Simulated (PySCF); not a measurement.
## Spin states of CsS⁺

Unrestricted PBE0; Cs def2-SVP with ECP46, S def2-SVP; scalar-relativistic core potentials (PySCF 2.14). Outer shells of the fragments: Cs+ closed shells only; S 3s2 3p4.

Followed along the bond (rough minima from three points):

```json
{"2Ms+1": "3", "unpaired": "π ↑↑", "⟨S²⟩ at the start": "2.00", "R at minimum (Å)": "3.75", "Te (eV)": "0.00"}
{"2Ms+1": "3", "unpaired": "σ ↑, π ↑", "⟨S²⟩ at the start": "2.00", "R at minimum (Å)": "3.88", "Te (eV)": "0.24"}
{"2Ms+1": "1", "unpaired": "π ↑↓", "⟨S²⟩ at the start": "1.01", "R at minimum (Å)": "3.75", "Te (eV)": "0.44"}
{"2Ms+1": "1", "unpaired": "σ ↑, π ↓", "⟨S²⟩ at the start": "1.01", "R at minimum (Å)": "3.86", "Te (eV)": "0.67"}
```

Solutions found at the starting distance of 3.290 Å, counted from the lowest of them; the search is not exhaustive and high or unbound solutions are not listed, so other states can lie among these:

```json
{"2Ms+1": "3", "unpaired": "π ↑↑", "term": "³Σ⁻", "E (eV)": "0.00", "⟨S²⟩": "2.00", "⟨Lz²⟩": "0.00", "μ (D)": "-1.74"}
{"2Ms+1": "3", "unpaired": "σ ↑, π ↑", "term": "³Π", "E (eV)": "0.21", "⟨S²⟩": "2.00", "⟨Lz²⟩": "1.01", "μ (D)": "-2.13"}
{"2Ms+1": "1", "unpaired": "π ↑↓", "term": "mixed", "E (eV)": "0.43", "⟨S²⟩": "1.01", "⟨Lz²⟩": "2.02", "μ (D)": "-1.74"}
{"2Ms+1": "1", "unpaired": "σ ↑, π ↓", "term": "mixed", "E (eV)": "0.63", "⟨S²⟩": "1.01", "⟨Lz²⟩": "1.01", "μ (D)": "-2.12"}
{"2Ms+1": "1", "unpaired": "none", "term": "mixed", "E (eV)": "1.87", "⟨S²⟩": "0.00", "⟨Lz²⟩": "2.00", "μ (D)": "-1.69"}
{"2Ms+1": "1", "unpaired": "none", "term": "¹Σ⁺", "E (eV)": "2.23", "⟨S²⟩": "0.00", "⟨Lz²⟩": "0.00", "μ (D)": "-2.44"}
{"2Ms+1": "3", "unpaired": "σ ↑↑, π ↑↓", "term": "mixed", "E (eV)": "7.96", "⟨S²⟩": "3.01", "⟨Lz²⟩": "2.02", "μ (D)": "6.21"}
{"2Ms+1": "3", "unpaired": "σ ↑, π ↑", "term": "³Π", "E (eV)": "9.44", "⟨S²⟩": "2.00", "⟨Lz²⟩": "1.01", "μ (D)": "5.67"}
```

A term symbol is given only where ⟨S²⟩ and ⟨Lz²⟩ are close to those of a pure state; real π, δ and φ orbitals otherwise mix terms. A positive dipole points towards S; it is taken about the centre of mass and depends on that origin.

Spin–orbit coupling is left out.
